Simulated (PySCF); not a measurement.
GaHCl₂, SMILES [Cl][GaH][Cl].

The structure is a stationary point at ωB97X-D3(BJ)/def2-TZVP.

Vertical ionisation energy (IE) and electron affinity (EA) in eV. Rows of orbital energies are one-electron estimates. Where ΔSCF, EOM or ADC give a negative EA the extra electron is unbound and the value depends on the basis.

```tsv
level	IE	EA
−ε(HOMO), −ε(LUMO), ωB97X/def2-TZVPD (PySCF)	11.62	-0.10
ADC(2)/aug-cc-pVDZ (PySCF)	11.22	0.05
```

Q: Beyond the first one, list the lowest photoelectron lines from ADC(2)/aug-cc-pVDZ (PySCF) with their pole strengths (two spins summed). (Estimate from the structure and the level; the computed values follow.)

A: 11.35 eV (1.81), 11.51 eV (1.80), 12.07 eV (1.80), 12.96 eV (1.80), 13.15 eV (1.82).
